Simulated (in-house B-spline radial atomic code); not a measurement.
Values are calculated unless marked as measured or tabulated.
Weak and strong correlation along the adiabatic connection

Two-electron singlets in several external potentials (atomic units), by full CI in B-splines with partial waves to l = 8 (correlation energies up to 0.6 % small). The repulsion is scaled by λ at fixed density; W(λ) is the mean repulsion less the Hartree energy, W(0) = E_x, and the area under W from 0 to 1 is E_xc.

Relative drop (W(λ) − E_x)/E_x:

```csv
system,λ = 0.12,λ = 0.25,λ = 0.4,λ = 0.6,λ = 0.8,λ = 1
"ω²r²/2 − Z/r, ω = 0.0546, Z = 0.3",0.0526,0.0954,0.1326,0.1691,0.1961,0.2169
"ω²r²/2 − Z/r, ω = 1.12, Z = 0.3",0.0135,0.0271,0.0417,0.0595,0.0755,0.0900
"−V exp(−r²/w²), V = 12.7, w = 1.97",0.0101,0.0206,0.0319,0.0461,0.0591,0.0713
"−Z/r, Z = 0.542, wall at 6.82 bohr",0.0352,0.0666,0.0963,0.1279,0.1529,0.1732
"−Z exp(−kr)/r, Z = 8.31, k = 1.64",0.0023,0.0048,0.0077,0.0114,0.0151,0.0186
"−Z exp(−kr)/r, Z = 3.14, k = 0.665",0.0068,0.0140,0.0220,0.0321,0.0417,0.0509
"−V exp(−r²/w²), V = 7.08, w = 8.08",0.0236,0.0462,0.0692,0.0954,0.1175,0.1364
```

(1) Order the systems by how far second-order (GL2) theory, half the initial slope (estimated from the first points of each curve), overshoots the correlation energy, least first.
A. ω²r²/2 − Z/r, ω = 0.0546, Z = 0.3
B. −V exp(−r²/w²), V = 12.7, w = 1.97
C. ω²r²/2 − Z/r, ω = 1.12, Z = 0.3
D. −Z exp(−kr)/r, Z = 3.14, k = 0.665
E. −Z/r, Z = 0.542, wall at 6.82 bohr
F. −Z exp(−kr)/r, Z = 8.31, k = 1.64
G. −V exp(−r²/w²), V = 7.08, w = 8.08

(2) What else changes along this order?

## Answers

(1) F (GL2/E_c = 1.03), D (GL2/E_c = 1.09), B (GL2/E_c = 1.14), C (GL2/E_c = 1.19), G (GL2/E_c = 1.33), E (GL2/E_c = 1.54), A (GL2/E_c = 1.83).

(2) The ratio follows the bend of the curve. With it the leading natural occupation goes from 1.999 to 1.821 and −T_c/E_c from 0.97 to 0.56 between the first and the last.
